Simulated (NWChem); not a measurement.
System: C4H4F2; SMILES C(=C)/C(F)=C/F

Excerpt of the output:

```
             Northwest Computational Chemistry Package (NWChem) 7.3.0
             --------------------------------------------------------

                             Geometry "geometry" -> ""
                             -------------------------

 Output coordinates in angstroms (scale by  1.889725989 to convert to a.u.)

  No.       Tag          Charge          X              Y              Z
 ---- ---------------- ---------- -------------- -------------- --------------
    1 C                    6.0000    -0.04702400     2.45946100     0.00000000
    2 C                    6.0000    -0.68946700     1.27066000     0.00000000
    3 C                    6.0000    -0.01548900    -0.01377300     0.00000000
    4 F                    9.0000     1.33090800     0.00587900     0.00000000
    5 C                    6.0000    -0.66379500    -1.20556500     0.00000000
    6 F                    9.0000    -0.01288500    -2.37227300     0.00000000
    7 H                    1.0000     1.05210100     2.50797300     0.00000000
    8 H                    1.0000    -0.60492300     3.40648500     0.00000000
    9 H                    1.0000    -1.79132100     1.22809200     0.00000000
   10 H                    1.0000    -1.76159400    -1.28524800     0.00000000

 Effective nuclear repulsion energy (a.u.)     218.1158447574

                                 NWChem DFT Module
                                 -----------------

 Summary of "ao basis" -> "ao basis" (spherical)
 ------------------------------------------------------------------------------
       Tag                 Description            Shells   Functions and Types
 ---------------- ------------------------------  ------  ---------------------
 C                          def2-svp                 6       14   3s2p1d
 F                          def2-svp                 6       14   3s2p1d
 H                          def2-svp                 3        5   2s1p

 in cosmo_initialize ...
 calling solv_data for solv:h2o

 solvent parameters
 solvname_short: h2o
 solvname_long:  water
 dielec:       78.4000
 dielecinf:     1.7769
 aqueous SMD model solvent descriptors
 dielec:       78.4000
 sola:          0.8200

          ---------------
          -cosmo- solvent
          ---------------
 Cosmo: York-Karplus, doi: 10.1021/jp992097l
 dielectric constant -eps-     =  78.40
 screen = (eps-1)/(eps    )    =   0.98724
 surface charge correction     = lagrangian

   van der Waals surface
 --------------------------

 ---------- ATOMIC COORDINATES (A.U.) ------------ VDWR(ANG.) --
     1   -0.08886247    4.64770737    0.00000000     1.850
     2   -1.30290371    2.40119922    0.00000000     1.850
     3   -0.02926997   -0.02602720    0.00000000     1.850
     4    2.51505144    0.01110970    0.00000000     1.730
     5   -1.25439066   -2.27818751    0.00000000     1.850
     6   -0.02434912   -4.48294594    0.00000000     1.730
     7    1.98818260    4.73938176    0.00000000     1.200
     8   -1.14313871    6.43732323    0.00000000     1.200
     9   -3.38510585    2.32075737    0.00000000     1.200
    10   -3.32892996   -2.42876655    0.00000000     1.200
 number of segments per atom =        128
 number of   points per atom =        128
 atom (   nspa,  nppa )
 ----------------------
    1 (     64,     0 )       0
    2 (     42,     0 )       0
    3 (     28,     0 )       0
    4 (     82,     0 )       0
    5 (     46,     0 )       0
    6 (     86,     0 )       0
    7 (     50,     0 )       0
    8 (     54,     0 )       0
    9 (     54,     0 )       0
   10 (     54,     0 )       0
 number of -cosmo- surface points =      560
 molecular surface =    116.710 angstrom**2
 molecular volume  =     96.669 angstrom**3
 -lineq- algorithm             =   0
 -bem- low  level              =   3
 -bem- from -octahedral-
 gaussian surface charge width =   4.50000
 degree of switching           =   1.00000
 switching function tolerance  =   0.00010
 atomic radii =
 --------------
    1  6.000  1.850
    2  6.000  1.850
    3  6.000  1.850
    4  9.000  1.730
    5  6.000  1.850
    6  9.000  1.730
    7  1.000  1.200
    8  1.000  1.200
    9  1.000  1.200
   10  1.000  1.200
 ...... end of -cosmo- initialization ......

 nat:                    10
 ixmem:                  5529
 calling mnsol_interface()
 G(SMD-CDS) energy (kcal/mol)  =     5.125
 SMD-CDS SASA (angstrom**2)    =   142.109

            General Information
            -------------------
          SCF calculation type: DFT
          Wavefunction type:  closed shell.
          No. of atoms     :    10
          No. of electrons :    46
           Alpha electrons :    23
            Beta electrons :    23
          Charge           :     0
          Spin multiplicity:     1
          Use of symmetry is: off; symmetry adaption is: off
          Maximum number of iterations: 150
          AO basis - number of functions:   104
                     number of shells:    48
          Convergence on energy requested:  1.00D-06
          Convergence on density requested:  1.00D-05
          Convergence on gradient requested:  5.00D-04

              XC Information
              --------------
                       M05-2X Method XC Functional
                     Hartree-Fock (Exact) Exchange  0.560
                M05-2X metaGGA Exchange Functional  0.440
                      M05-2X Correlation Potential  1.000

             Grid Information
             ----------------
          Grid used for XC integration:  medium
          Radial quadrature: Mura-Knowles
          Angular quadrature: Lebedev.
          Tag              B.-S. Rad. Rad. Pts. Rad. Cut. Ang. Pts.
          ---              ---------- --------- --------- ---------
          C                   0.70       49          12.0       434
          F                   0.50       49          13.0       434
          H                   0.35       45          12.0       434
          Grid pruning is: on
          Number of quadrature shells:   474
          Spatial weights used:  Erf1

      Superposition of Atomic Density Guess
      -------------------------------------

 Sum of atomic energies:        -351.08138089

      Non-variational initial energy
      ------------------------------

 Total energy =    -353.857049
 1-e energy   =    -915.080088
 2-e energy   =     343.107195
 HOMO         =      -0.229356
 LUMO         =      -0.018026

   convergence    iter        energy       DeltaE   RMS-Dens  Diis-err
 ---------------- ----- ----------------- --------- --------- ---------
     COSMO gas phase
 d= 0,ls=0.0,diis     1   -354.0375544608 -5.72D+02  1.25D-02  7.57D-01
 d= 0,ls=0.0,diis     2   -354.0568401960 -1.93D-02  5.97D-03  7.80D-01
 d= 0,ls=0.0,diis     3   -354.1313198332 -7.45D-02  1.11D-03  2.62D-02
 d= 0,ls=0.0,diis     4   -354.1336907572 -2.37D-03  3.64D-04  2.49D-03
 d= 0,ls=0.0,diis     5   -354.1339631369 -2.72D-04  1.11D-04  2.22D-04
  Resetting Diis
 d= 0,ls=0.0,diis     6   -354.1339892856 -2.61D-05  3.85D-05  2.03D-05
 d= 0,ls=0.0,diis     7   -354.1339918747 -2.59D-06  1.29D-05  6.17D-07
 d= 0,ls=0.0,diis     8   -354.1339919512 -7.65D-08  5.10D-06  4.80D-07

   convergence    iter        energy       DeltaE   RMS-Dens  Diis-err
 ---------------- ----- ----------------- --------- --------- ---------
     COSMO solvation phase
 d= 0,ls=0.0,diis     1   -354.1328053431  1.19D-03  1.54D-03  3.97D-03
 d= 0,ls=0.0,diis     2   -354.1338537916 -1.05D-03  3.19D-04  9.91D-04
 d= 0,ls=0.0,diis     3   -354.1339320527 -7.83D-05  1.43D-04  3.30D-04
 d= 0,ls=0.0,diis     4   -354.1339669479 -3.49D-05  4.11D-05  1.34D-05
 d= 0,ls=0.0,diis     5   -354.1339687026 -1.75D-06  1.15D-05  7.89D-07
 d= 0,ls=0.0,diis     6   -354.1339688306 -1.28D-07  3.32D-06  1.29D-07

         Total DFT energy =     -354.133968830577
      One electron energy =     -918.640792342069
           Coulomb energy =      390.168777887685
    Exchange-Corr. energy =      -43.944105098777
 Nuclear repulsion energy =      218.115844757394

             COSMO energy =        0.166305965190

 Numeric. integr. density =       46.000000542848

                                COSMO-SMD solvation results
                                ---------------------------

             internal energy in gas <Psi(g)|H|Psi(g)> =      -354.133991951160
         internal energy in solvent <Psi(s)|H|Psi(s)> =      -354.132569791698
                               delta internal energy  =         0.001422159461 (    0.89 kcal/mol)
   total free energy in solvent <Psi(s)|H+V/2|Psi(s)> =      -354.142136829289
 polarization energy contribution <Psi(s)|V/2|Psi(s)> =        -0.009567037591 (   -6.00 kcal/mol)
    total free energy in solvent including G(SMD-CDS) =      -354.133968830577
                       G(SMD-CDS) energy contribution =         0.008167998712 (    5.13 kcal/mol)
     1 M fixed-concentration free energy of solvation =         0.000023120583 (    0.01 kcal/mol)

                       DFT Final Molecular Orbital Analysis
                       ------------------------------------

 Vector   21  Occ=2.000000D+00  E=-4.368715D-01
              MO Center= -2.5D-01,  1.5D+00,  5.2D-11, r^2= 3.4D+00
   Bfn.  Coefficient  Atom+Function         Bfn.  Coefficient  Atom+Function
  ----- ------------  ---------------      ----- ------------  ---------------
     4      0.266441   1 C  px               18     -0.260373   2 C  px
    95      0.249745   9 H  s                33     -0.245603   3 C  py
    85      0.245703   7 H  s                90     -0.241851   8 H  s
    47     -0.172811   4 F  py               86      0.131803   7 H  s
     5     -0.131098   1 C  py               50      0.130348   4 F  py

 Vector   22  Occ=2.000000D+00  E=-3.895145D-01
              MO Center= -2.0D-01,  8.2D-01, -4.3D-10, r^2= 2.7D+00
   Bfn.  Coefficient  Atom+Function         Bfn.  Coefficient  Atom+Function
  ----- ------------  ---------------      ----- ------------  ---------------
    20      0.350821   2 C  pz               34      0.268234   3 C  pz
     6      0.256387   1 C  pz               48      0.247295   4 F  pz
    23      0.241355   2 C  pz               51     -0.192300   4 F  pz
    62      0.171264   5 C  pz                9      0.152747   1 C  pz
    76      0.138940   6 F  pz               37      0.134286   3 C  pz

 Vector   23  Occ=2.000000D+00  E=-2.899611D-01
              MO Center= -2.7D-01,  3.4D-01,  2.3D-10, r^2= 3.8D+00
   Bfn.  Coefficient  Atom+Function         Bfn.  Coefficient  Atom+Function
  ----- ------------  ---------------      ----- ------------  ---------------
    62      0.357051   5 C  pz                6     -0.307404   1 C  pz
    34      0.289008   3 C  pz                9     -0.255969   1 C  pz
    65      0.247822   5 C  pz               20     -0.207279   2 C  pz
    76      0.206591   6 F  pz               37      0.196967   3 C  pz
    79     -0.177766   6 F  pz               23     -0.155595   2 C  pz

 Vector   24  Occ=0.000000D+00  E= 1.600016D-03
              MO Center= -3.5D-01,  7.5D-01,  1.1D-10, r^2= 4.1D+00
   Bfn.  Coefficient  Atom+Function         Bfn.  Coefficient  Atom+Function
  ----- ------------  ---------------      ----- ------------  ---------------
     9      0.503207   1 C  pz               65      0.411181   5 C  pz
    23     -0.373870   2 C  pz               62      0.371620   5 C  pz
     6      0.351527   1 C  pz               20     -0.271948   2 C  pz
    37     -0.244840   3 C  pz               34     -0.238349   3 C  pz
    76      0.147453   6 F  pz               79     -0.144355   6 F  pz

 Vector   25  Occ=0.000000D+00  E= 1.158216D-01
              MO Center= -6.9D-01,  2.2D-01,  1.6D-10, r^2= 5.8D+00
   Bfn.  Coefficient  Atom+Function         Bfn.  Coefficient  Atom+Function
  ----- ------------  ---------------      ----- ------------  ---------------
     3      1.070020   1 C  s                31     -0.898629   3 C  s
    96     -0.769269   9 H  s               101     -0.748006  10 H  s
    91     -0.687362   8 H  s                64      0.462742   5 C  py
    63     -0.450165   5 C  px               59      0.407096   5 C  s
    22     -0.390470   2 C  py               21     -0.380030   2 C  px

 Vector   26  Occ=0.000000D+00  E= 1.238998D-01
              MO Center= -3.6D-01,  4.8D-01, -4.1D-10, r^2= 3.3D+00
   Bfn.  Coefficient  Atom+Function         Bfn.  Coefficient  Atom+Function
  ----- ------------  ---------------      ----- ------------  ---------------
    37     -0.724089   3 C  pz               23      0.712525   2 C  pz
    65      0.516816   5 C  pz                9     -0.471718   1 C  pz
    34     -0.457010   3 C  pz               20      0.346964   2 C  pz
    62      0.258819   5 C  pz                6     -0.190229   1 C  pz
    51      0.172270   4 F  pz               48     -0.158877   4 F  pz

     Multipole analysis of the density
     ---------------------------------

     L   x y z        total         alpha         beta         nuclear
     -   - - -        -----         -----         ----         -------
     0   0 0 0     -0.000000    -23.000000    -23.000000     46.000000

     1   1 0 0     -1.117708     -0.806238     -0.806238      0.494768
     1   0 1 0      0.608912      0.659296      0.659296     -0.709679
     1   0 0 1      0.000000      0.000000      0.000000      0.000000

     2   2 0 0    -22.452284    -63.433085    -63.433085    104.413886
     2   1 1 0      1.161957      0.866565      0.866565     -0.571173
     2   1 0 1     -0.000000     -0.000000     -0.000000      0.000000
     2   0 2 0    -24.535966   -237.970275   -237.970275    451.404585
     2   0 1 1     -0.000000     -0.000000     -0.000000      0.000000
     2   0 0 2    -26.529329    -13.264665    -13.264665      0.000000
```

Level: M05-2X/def2-SVP, SMD on the gas-phase geometry. All runs use the structure optimised with PBE-D3(BJ)/def2-SVP. Solvent: water.

Problem. Write an input that gives this output.

Solution. Several could match; the one computed here: the input that was run:
```
start job
memory heap 200 mb stack 900 mb global 1100 mb
geometry units angstroms noautosym nocenter noautoz
  C     -0.047024     2.459461     0.000000
  C     -0.689467     1.270660     0.000000
  C     -0.015489    -0.013773     0.000000
  F      1.330908     0.005879     0.000000
  C     -0.663795    -1.205565     0.000000
  F     -0.012885    -2.372273     0.000000
  H      1.052101     2.507973     0.000000
  H     -0.604923     3.406485     0.000000
  H     -1.791321     1.228092     0.000000
  H     -1.761594    -1.285248     0.000000
end
basis spherical
  * library def2-svp
end
dft
  xc m05-2x
  iterations 150
end
cosmo
  do_cosmo_smd true
  solvent water
end
task dft energy
```
